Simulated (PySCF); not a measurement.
CH9FN2Si2, SMILES N[SiH2]N[SiH2]CF.

The structure is a stationary point at B3LYP-D3(BJ)/def2-SVP. The structure was generated by enumeration, and PubChem lists no compound with its InChIKey, so it may never have been made. Other conformers were not sampled.

Level of theory: TDA-PBE/def2-SVPD (PySCF).

Vertical excitations. Gas-phase values at a fixed geometry.

**Question.** Give excitation energies, oscillator strengths and character. (The exact figures need the calculation; the answer reports its results.)

**Answer.** 
```tsv
state	energy (eV)	λ (nm)	f	main pairs
S1	5.42	229	0.022	HOMO→LUMO 99 %
S2	5.72	217	0.002	HOMO−1→LUMO 81 %, HOMO→LUMO+1 17 %
S3	5.77	215	0.050	HOMO→LUMO+1 81 %, HOMO−1→LUMO 17 %
S4	6.02	206	0.007	HOMO→LUMO+2 92 %
S5	6.14	202	0.037	HOMO−1→LUMO+1 88 %
S6	6.35	195	0.011	HOMO−1→LUMO+2 96 %
T1	5.18	239	0	HOMO→LUMO 99 %
T2	5.51	225	0	HOMO−1→LUMO 51 %, HOMO→LUMO+1 46 %
```
Triplets are in the Tamm–Dancoff approximation.
